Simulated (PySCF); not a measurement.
Continuum solvent and chemical shifts

Molfile (atoms numbered from 1):
```
C4H10NPSi2
     RDKit          3D

 18 18  0  0  0  0  0  0  0  0999 V2000
   -2.2932    0.4214    0.8570 C   0  0  0  0  0  0  0  0  0  0  0  0
   -1.2215   -0.4516    0.4227 N   0  0  0  0  0  0  0  0  0  0  0  0
   -1.3550   -1.7984    0.3350 C   0  0  0  0  0  0  0  0  0  0  0  0
    0.0532   -2.5959   -0.2598 P   0  0  0  0  0  0  0  0  0  0  0  0
    0.8491   -1.0110   -0.3945 C   0  0  0  0  0  0  0  0  0  0  0  0
    2.6063   -0.8672   -1.0127 Si  0  0  0  0  0  4  0  0  0  0  0  0
    0.0078    0.0178    0.0185 C   0  0  0  0  0  0  0  0  0  0  0  0
    0.4340    1.8436    0.0361 Si  0  0  0  0  0  4  0  0  0  0  0  0
   -2.6901    1.0080    0.0140 H   0  0  0  0  0  0  0  0  0  0  0  0
   -1.9368    1.1129    1.6347 H   0  0  0  0  0  0  0  0  0  0  0  0
   -3.1057   -0.1820    1.2786 H   0  0  0  0  0  0  0  0  0  0  0  0
   -2.3054   -2.2411    0.6374 H   0  0  0  0  0  0  0  0  0  0  0  0
    2.7041   -0.0112   -2.2365 H   0  0  0  0  0  0  0  0  0  0  0  0
    3.0826   -2.2412   -1.3531 H   0  0  0  0  0  0  0  0  0  0  0  0
    3.5206   -0.2870    0.0204 H   0  0  0  0  0  0  0  0  0  0  0  0
   -0.4662    2.6232   -0.8702 H   0  0  0  0  0  0  0  0  0  0  0  0
    1.8443    1.9807   -0.4214 H   0  0  0  0  0  0  0  0  0  0  0  0
    0.2960    2.4233    1.4090 H   0  0  0  0  0  0  0  0  0  0  0  0
  1  2  1  0
  2  3  1  0
  3  4  2  0
  4  5  1  0
  5  6  1  0
  5  7  2  0
  7  8  1  0
  7  2  1  0
  1  9  1  0
  1 10  1  0
  1 11  1  0
  3 12  1  0
  6 13  1  0
  6 14  1  0
  6 15  1  0
  8 16  1  0
  8 17  1  0
  8 18  1  0
M  END
```

GIAO PBE0/pcSseg-1 in PySCF 2.14 on one PBE0-D3(BJ)/def2-SVP conformer, non-relativistic, equivalent nuclei averaged. Solvents enter as an IEF-PCM continuum (methanol with ε = 32.6, dimethylsulfoxide with ε = 46.8) around the gas-phase geometry. Shifts are referred to TMS computed in the same medium.

Gas phase, δ in ppm: C3 167.0, C5 151.1, C7 141.6, C1 40.5, Si6 -74.0, Si8 -84.4, H12 8.09, H13/H14/H15 4.66, H16/H17/H18 4.63, H9/H10/H11 3.85. Dipole moment 4.11 D.

(1) How does each δ change in the continuum?

(2) Which nuclei move most (in ppm), and what does the model miss?

Answers

(1) 
```
      atoms                                          environment  Δδ, methanol  Δδ, dimethylsulfoxide
         C3                  aromatic CH next to a ring nitrogen          +4.5                   +4.6
         C5                          substituted aromatic carbon          -2.6                   -2.7
         C7  substituted aromatic carbon next to a ring nitrogen          +4.8                   +4.8
         C1                            methyl carbon bonded to N          +1.3                   +1.3
        Si6                             silicon bonded to C, 3 H          -0.2                   -0.2
        Si8                             silicon bonded to C, 3 H          +0.7                   +0.7
        H12   hydrogen on an aromatic CH next to a ring nitrogen         +0.45                  +0.46
H13/H14/H15                    hydrogen on a silicon bonded to C         -0.07                  -0.07
H16/H17/H18                    hydrogen on a silicon bonded to C          0.00                   0.00
 H9/H10/H11              hydrogen on a methyl carbon bonded to N         +0.24                  +0.24
```

Changes are relative to the gas phase. The dipole moment becomes 5.78 D in methanol, 5.81 D in dimethylsulfoxide.

(2) C7 (substituted aromatic carbon next to a ring nitrogen, +4.8 ppm) in dimethylsulfoxide. A continuum only polarises the solute; specific hydrogen bonds, the anisotropy of aromatic solvents and changes of geometry or conformer are outside it.
